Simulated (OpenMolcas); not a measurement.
Pr2+: effect of the basis set

* Program: OpenMolcas
* Method: MS-CASPT2, IPEA 0.25 Eh, imaginary shift 0.1 Eh (closed shells correlated: 5s 5p)
* Active space: 3 electrons in 7 orbitals (4f)
* State averaging: 2S+1 = 4 odd, 35 roots; 2S+1 = 2 odd, 112 roots (105 in the spin-orbit step)
* Spin-orbit coupling: RASSI with atomic mean-field integrals over the reference wave functions, term energies averaged over their components

A. ANO-R1 [7s5p3d2f], X2C, finite nucleus; CASPT2 step about 40 core-seconds
B. ANO-RCC-VDZP [7s6p4d2f1g], DKH2, point nucleus; CASPT2 step roughly 60 core-seconds
C. ANO-R2 [8s6p3d3f1g], X2C, finite nucleus; CASPT2 step roughly 100 core-seconds
D. ANO-RCC-VTZP [8s7p5d3f2g1h], DKH2, point nucleus; CASPT2 step of the order of 2.3 core-minutes
E. ANO-RCC-VQZP [9s8p6d4f3g2h], DKH2, point nucleus; CASPT2 step roughly 12 core-minutes

Energies in cm⁻¹ above 4f³ ⁴I°_9/2, the measured ground level; measured values from Martin, Zalubas and Hagan, Atomic Energy Levels: The Rare-Earth Elements, NSRDS-NBS 60 (1978); the list in Maison, Palmeri and Quinet, J. Phys. B 58, 015001 (2025).

| Level | A | B | C | D | E | Measured |
| --- | --- | --- | --- | --- | --- | --- |
| 4f³ ⁴I°_9/2 | 0.0 | 0.0 | 0.0 | 0.0 | 0.0 | 0.0 |
| 4f³ ⁴I°_11/2 | 1455 | 1498 | 1489 | 1516 | 1531 | 1398 |
| 4f³ ⁴I°_13/2 | 3050 | 3110 | 3100 | 3140 | 3170 | 2893 |
| 4f³ ⁴I°_15/2 | 4740 | 4810 | 4800 | 4840 | 4870 | 4454 |
| 4f³ ⁴F°_3/2 | 11600 | 11410 | 10560 | 11320 | 11420 | 9371 |
| 4f³ ⁴F°_5/2 | 12380 | 12220 | 11380 | 12150 | 12260 | 10138 |
| 4f³ ²H°_9/2(1) [54 %] | 13150 | 10810 | 11660 | 10430 | 9990 |  |
| 4f³ ⁴F°_7/2 | 13210 | 12930 | 12190 | 12830 | 12880 | 10859 |
| 4f³ ⁴S°_3/2 | 13830 | 13220 | 12930 | 13030 | 12830 | 10950 |
| 4f³ ⁴F°_9/2 [65 %] | 14370 | 13720 | 13220 | 13600 | 13600 | 11762 |
| 4f³ ²H°_11/2(1) | 15860 | 13200 | 14310 | 12840 | 12360 | 12495 |
| 4f³ ²G°_7/2(1) [70 %] | 17480 | 15630 | 15950 | 15250 | 15010 |  |
| 4f³ ⁴G°_5/2 | 17760 | 17930 | 17770 | 17860 | 17630 | 14187 |
| 4f³ ²K°_13/2 | 18940 | 18010 | 17590 | 17210 | 17140 | 16089 |
| 4f³ ⁴G°_7/2 [73 %] | 19100 | 19020 | 18880 | 18940 | 18720 | 15443 |
| 4f³ ²K°_15/2 | 20570 | 19650 | 19240 | 18870 | 18790 | 17642 |
| 4f³ ²P°_1/2 | 20940 | 21600 | 19290 | 20220 | 20680 |  |
| 4f³ ⁴G°_11/2 | 21200 | 21330 | 21180 | 21260 | 21050 | 17410 |
| 4f³ ²D°_5/2(1) | 23320 | 21830 | 21490 | 21190 | 21060 | 19046 |
| 4f³ ⁴D°_3/2 [66 %] | 27840 | 29170 | 26770 | 28280 | 28580 | 23092 |
| 4f³ ⁴D°_1/2 | 28010 | 29940 | 27090 | 28960 | 29390 | 23465 |
| 4f³ ⁴D°_5/2 [67 %] | 28170 | 29400 | 27090 | 28550 | 28820 | 23246 |
| 4f³ ⁴D°_7/2 | 29550 | 31440 | 28650 | 30500 | 30910 | 24887 |
| 4f³ ²I°_11/2 | 30050 | 28330 | 28590 | 27470 | 27270 | 24358 |

Deviations, from unrounded energies. A percentage is the sum of absolute deviations over the sum of measured energies, with the sign that they share, or ± where signs differ.

| Against measurement | Levels | A | B | C | D | E |
| --- | --- | --- | --- | --- | --- | --- |
| mean absolute deviation (cm-1) | 20 | 3100 | 2900 | 2300 | 2600 | 2600 |
| fine structure of the ground term (%) | 3 | +5.7 | +7.7 | +7.4 | +8.6 | +9.4 |
| other terms of the ground configuration (%) | 17 | +21.6 | +20.5 | +15.6 | +17.7 | ±17.8 |

C lies closest to measurement on these levels and A furthest from it. The largest miss of C in the table is 4f³ ²I°_11/2, by +4200 cm-1. The ranking rests on the paired levels alone, and a cruder setting can come out closer through cancelling errors.

The two smallest mean deviations differ by little beside CASPT2's spread within terms, so their order carries little weight.

Among A to E the level of the table that moves most is 4f³ ²H°_11/2(1), by 3500 cm-1 (lowest in E, highest in A). Moves below CASPT2's spread within the term are not significant.

Term energies are means over components that CASPT2 splits; among the terms shown or strongly mixed into the levels shown the widest spread is 2600 cm-1 (4f³ ⁴G°, C). Over all roots computed the reference weight is 0.86 to 0.94 in A, 0.84 to 0.92 in C; the roots of lowest weight are the least certain, and an intruder state may touch them. Blocks of more than 70 roots (2S+1 = 2 odd) ran without multistate coupling. High states are left out of the spin-orbit mixing, which shifts the levels that they would mix with. Some terms miss by over 15 % even with CASPT2, which points to a basis or an active space too small for the shells correlated. The CASPT2 spread within a term exceeds the gap to the next term for 4f³ ⁴F° and 4f³ ⁴S°, 4f³ ²G°(1) and 4f³ ⁴G°, 4f³ ⁴G° and 4f³ ²K°, so the order of their levels is uncertain, and so are names and mixing where such terms share a J (figures for A; the like holds for B, C, E). Some levels mix across a computed gap that differs much from the measured one, so their mixing is not that of the real levels (holds for B; D; E). Measured partners are found by configuration, term and J. A level has none where our copy of the source lacks it or the pairing is in doubt (some pairs that miss far off the trend of their configuration count as doubtful), and it then counts in no deviation. Levels of configurations outside the active space are missing. Levels that lie high or do not pair safely by name in every column are left out.

A share in square brackets marks a mixed level and gives the weight of the term that names it, the lowest over the columns. A number in round brackets counts repeated terms of one configuration in the order of the reference energies. ° marks odd parity.
